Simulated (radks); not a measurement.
Excited configurations of neutral technetium: one electron is placed in a higher orbital outside [Kr] 4d5 5s1. The ground configuration is [Kr] 4d5 5s2. Calculated with a radial shooting solver on a logarithmic mesh with Libxc functionals: Dirac Kohn-Sham, BLYP, spin-unpolarised, spherical densities, finite nucleus; open shells fill j = l - 1/2 first; Fermi nuclear charge, rms radius 4.4112 fm. Excitation = E - E(ground); binding = E(ion) - E, where the ion is the core of charge +1; n* = 1/sqrt(2 binding) in atomic units, and the quantum defect is n - n*.

outer orbital  excitation (eV)  binding (eV)     n*  quantum defect  eigenvalue (eV)  <r> (bohr)
5d3/2                    6.572         1.533  2.979           2.021           -0.566       10.13
6p1/2                    6.366         1.738  2.798           3.202           -0.927       11.20
7f5/2                    7.704         0.401  5.825           1.175           -0.268       62.72

The Delta-SCF ionisation energy is 8.105 eV (NIST Atomic Spectra Database: 7.119 eV, measured). Self-interaction in the functional shifts the binding energies and quantum defects, so they are the method's values and not measured ones. Spin polarisation and multiplet splitting are left out, so open shells lie too high by an amount that depends on their filling.

Beside tabulated values, note that spin-unpolarised runs miss the spin-polarisation part of the exchange energy of open shells.
